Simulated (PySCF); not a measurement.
# Two-component Hartree-Fock for Sc (scandium, neutral)

Start: [Ar] 3d1 4s2; 3d5/2 filled at m_j = +5/2. Calculated with PySCF 2.14 in x2c-TZVPall-2c: generalised Hartree-Fock with the X2C-1e Hamiltonian and a Gaussian nucleus; one run each with spin-orbit coupling (SO) screened by Boettger's factors, then bare. This is a chosen level, not necessarily the ground level.

```json
{"spinor shell": "1s1/2", "electrons": "2", "ε, screened SO (eV)": "-4539.4", "ε, bare SO (eV)": "-4539.4", "weight of nominal j (bare SO)": "1.000", "rms radius, bare SO (bohr)": "0.0844"}
{"spinor shell": "2s1/2", "electrons": "2", "ε, screened SO (eV)": "-524.07", "ε, bare SO (eV)": "-524.08", "weight of nominal j (bare SO)": "1.000", "rms radius, bare SO (bohr)": "0.370"}
{"spinor shell": "2p1/2", "electrons": "2", "ε, screened SO (eV)": "-429.87", "ε, bare SO (eV)": "-430.22", "weight of nominal j (bare SO)": "0.998", "rms radius, bare SO (bohr)": "0.338"}
{"spinor shell": "3s1/2", "electrons": "2", "ε, screened SO (eV)": "-70.514", "ε, bare SO (eV)": "-70.518", "weight of nominal j (bare SO)": "1.000", "rms radius, bare SO (bohr)": "1.15"}
{"spinor shell": "3p3/2", "electrons": "4", "ε, screened SO (eV)": "-43.099", "ε, bare SO (eV)": "-42.698", "weight of nominal j (bare SO)": "0.865", "rms radius, bare SO (bohr)": "1.27"}
{"spinor shell": "3p1/2", "electrons": "2", "ε, screened SO (eV)": "-42.359", "ε, bare SO (eV)": "-43.176", "weight of nominal j (bare SO)": "0.731", "rms radius, bare SO (bohr)": "1.27"}
{"spinor shell": "3d5/2", "electrons": "1", "ε, screened SO (eV)": "-9.179", "ε, bare SO (eV)": "-9.167", "weight of nominal j (bare SO)": "1.000", "rms radius, bare SO (bohr)": "1.94"}
{"spinor shell": "4s1/2", "electrons": "2", "ε, screened SO (eV)": "-5.764", "ε, bare SO (eV)": "-5.765", "weight of nominal j (bare SO)": "0.997", "rms radius, bare SO (bohr)": "4.22"}
```

Question: Where does 2p3/2 lie, and what is the 2p spin-orbit splitting (bare SO)?

Answer: At -425.03 eV, 5.191 eV above 2p1/2.

```
   quantity  screened SO     bare SO
E (hartree)   -763.27705  -763.27773
        M_J          5/2         5/2
       ⟨J²⟩        8.802       8.802
       ⟨L²⟩        6.041       6.041
       ⟨S²⟩        0.762       0.762
```

Each row is a mean over spinors that exchange with the open shell spreads, by up to 4.075 eV (3p3/2).

Rows whose weight is well below 1 are mixtures of j = l ± 1/2: exchange outweighs spin-orbit coupling there, and the label is only the starting occupation.

⟨J²⟩ departs a little from M_J(M_J + 1) because the unrestricted spinors polarise the closed shells.
